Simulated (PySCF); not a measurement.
A GIAO shielding run with PySCF (density fitting, non-relativistic, gas phase) on `C1C([Si@H]2[SiH2][Si@H](C(C)C)[SiH2]2)C1`, C6H18Si4:

```
$ OMP_NUM_THREADS=1 python probes_run.py task.json out

{"job": {"kind": "nmr", "xc": "PBE0", "basis": "pcSseg-1"}, "charge": 0, "multiplicity": 1}
C     -2.968984    -1.219130     0.586917
C     -3.389133     0.166735     1.067535
C     -4.410264     0.809068     0.131110
Si    -1.888523     1.316204     1.327073
Si    -0.100081     0.247461     2.448523
Si     0.775901    -0.378361     0.339666
C      2.628312    -0.335745     0.082865
C      3.355906     0.982323    -0.005305
C      3.215932     0.134781    -1.226139
Si    -0.498603     1.389010    -0.591328
H     -2.478359    -1.171854    -0.400005
H     -3.843973    -1.882389     0.481328
H     -2.267082    -1.708098     1.281215
H     -3.844145     0.067100     2.070743
H     -3.991395     0.946950    -0.879740
H     -5.307447     0.174622     0.030451
H     -4.739706     1.796162     0.490924
H     -2.345190     2.636696     1.868581
H     -0.419329    -0.812812     3.457842
H      0.800509     1.264459     3.083143
H      0.199019    -1.696783    -0.083092
H      3.175649    -1.143505     0.583061
H      2.767292     1.903800     0.051123
H      4.337437     1.053131     0.470978
H      4.099238    -0.387950    -1.603439
H      2.529887     0.470722    -2.010779
H      0.310705     2.652360    -0.598479
H     -1.111267     1.208943    -1.946438
```

Hardware: 1 thread of an Arm Neoverse V2, shared host. The job also computes population analyses, field gradients, ring-centre shieldings.

(1) How large is the calculation?

(2) How long does it take, and how much memory does it need?

(3) And these other runs on the same molecule and hardware: GIAO shielding at PBE/pcSseg-1?

Answers

(1) 110 electrons, 288 basis functions and 1586 auxiliary functions.

(2) 100 s of wall time, with 12 SCF cycles and 4 response iterations; peak memory 1.5 GiB. Times on a shared host scatter by some tens of per cent.

(3) PBE/pcSseg-1: 288 functions, 100 s.
